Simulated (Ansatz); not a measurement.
A geometry optimisation of C5H6OS with PBE0-D3(BJ)/def2-SVP

The starting geometry of this gas-phase singlet was optimised with GFN2-xTB; its bonds are those of `C#C/C(S)=C(/C)O`.

```yaml
atoms:
  - { symbol: C, position_ang: [-2.4519, 2.2179, -1.5366] }
  - { symbol: C, position_ang: [-1.8955, 1.2059, -1.2009] }
  - { symbol: C, position_ang: [-1.2483, 0.0188, -0.8114] }
  - { symbol: C, position_ang: [-0.0254, 0.0167, -0.2481] }
  - { symbol: C, position_ang: [0.7130, -1.2031, 0.1845] }
  - { symbol: O, position_ang: [0.6575, 1.1718, -0.0216] }
  - { symbol: S, position_ang: [-2.1423, -1.5059, -1.1048] }
  - { symbol: H, position_ang: [-2.9375, 3.0984, -1.8335] }
  - { symbol: H, position_ang: [-3.1964, -0.9083, -1.6555] }
  - { symbol: H, position_ang: [0.1291, -2.0982, -0.0062] }
  - { symbol: H, position_ang: [0.9374, -1.1351, 1.2480] }
  - { symbol: H, position_ang: [1.6593, -1.2656, -0.3511] }
  - { symbol: H, position_ang: [0.1330, 1.9289, -0.3164] }
```

Task: Predict what becomes of its bonds when it is optimised with PBE0-D3(BJ)/def2-SVP.

Result: It keeps its bonds, and is `C#C/C(S)=C(/C)O`.

The energy falls by 0.19 eV over 19 steps:

```
step  E − E(last) (eV)
   1             0.189
   3             0.124
   5             0.113
   7             0.069
   9             0.031
  11             0.008
  13             0.001
  15             0.000
  17             0.000
  19             0.000
```

Final geometry (Å):

| atom | x (Å) | y (Å) | z (Å) |
| --- | --- | --- | --- |
| C | -2.3798 | 2.3959 | -1.4010 |
| C | -1.9568 | 1.3010 | -1.0771 |
| C | -1.4017 | 0.0478 | -0.7024 |
| C | -0.1011 | 0.0172 | -0.2790 |
| C | 0.6520 | -1.1889 | 0.1453 |
| O | 0.6222 | 1.1361 | -0.2051 |
| S | -2.4464 | -1.3857 | -0.6958 |
| H | -2.7809 | 3.3505 | -1.6870 |
| H | -2.5148 | -1.5628 | -2.0370 |
| H | 0.0582 | -2.0969 | -0.0048 |
| H | 0.9267 | -1.1012 | 1.2085 |
| H | 1.5908 | -1.2504 | -0.4265 |
| H | 0.0638 | 1.8795 | -0.4917 |

No frequencies were run, so the end isn't proven a minimum. Run with Ansatz 0.2.0, 3.1 min on 2 threads of AMD EPYC (Zen 3), with other jobs on the host.
